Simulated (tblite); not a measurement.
A tight-binding relaxation on `[H]/N=C\C=C\CB(Cl)Cl`.

Computed with GFN2-xTB geometry optimisation, gas phase (tblite 0.8.0). Start geometry: from a force field or distance geometry. The command runs a driver script over a list of jobs; the input below is this job's line of settings and its coordinates in Å.

Command:
```bash
OMP_NUM_THREADS=1 python probes_run.py task.json out
```

Input:
```
{"job": {"kind": "relax", "xc": "GFN2-xTB", "basis": "xTB"}, "charge": 0, "multiplicity": 1}
N      3.139600    -0.489100     0.255400
C      2.234000     0.225000    -0.369300
C      0.900100     0.390800     0.206600
C     -0.033600     1.128700    -0.440600
C     -1.409800     1.309700     0.141200
B     -2.284700    -0.015000    -0.027200
Cl    -2.900200    -0.894600     1.466200
Cl    -2.661100    -0.671600    -1.698100
H      2.937700    -0.959800     1.169200
H      2.493800     0.684800    -1.297900
H      0.643700    -0.080400     1.146100
H      0.204500     1.599900    -1.371100
H     -1.925800     2.131200    -0.404400
H     -1.338800     1.600100     1.201700
```

Output:
```
step      E/eV     max force
  0    -676.50887    4.316
  1    -676.75466    2.550
  2    -676.90871    1.034
  3    -676.99098    0.614
  4    -677.00290    0.487
  5    -677.00931    0.198
  6    -677.01275    0.182
  7    -677.01451    0.092
  8    -677.01534    0.083
  9    -677.01599    0.075
... (67 lines left out)
 77    -677.05920    0.037
 78    -677.05944    0.037
 79    -677.05961    0.028
 80    -677.05970    0.022
 81    -677.05975    0.022
 82    -677.05980    0.013
 83    -677.05984    0.019
 84    -677.05987    0.018
 85    -677.05990    0.012
 86    -677.05992    0.007
```

«max force» is the largest atomic force in eV/Å.

Task: From which step on does the largest force stay under 0.1 eV/Å, and how much energy is left to gain from there?

Result: From step 71 (0.089 eV/Å), 2.8 meV above the end.

Summary of the converged run: energy lowered by 12.7 kcal/mol over 86 steps; largest atomic force 0.007 eV/Å at the end.

Task: Where do the atoms end?

Result: 0.432 Å rms from the input after alignment:
```
atom  x, y, z in Å
N1     3.2823   -0.3291    0.2638
C2     2.2459    0.1070   -0.3069
C3     0.9736    0.4497    0.3083
C4    -0.0735    0.8874   -0.3892
C5    -1.4064    1.2357    0.2063
B6    -2.4463    0.0846   -0.1819
Cl7   -2.8816   -1.1177    0.9599
Cl8   -3.0783   -0.0133   -1.7738
H9     3.1925   -0.4426    1.2741
H10    2.3096    0.2390   -1.3841
H11    0.9084    0.3364    1.3842
H12   -0.0004    0.9867   -1.4641
H13   -1.7218    2.1966   -0.2053
H14   -1.3048    1.3393    1.2866
```

Time: 0.99 s of wall time. Hardware: one thread of an Arm Neoverse N1, no GPU, shared host with 64 logical CPUs at a one-minute load of 55.
Labels such as C1 count atoms from 1, the log's own numbers from 0.
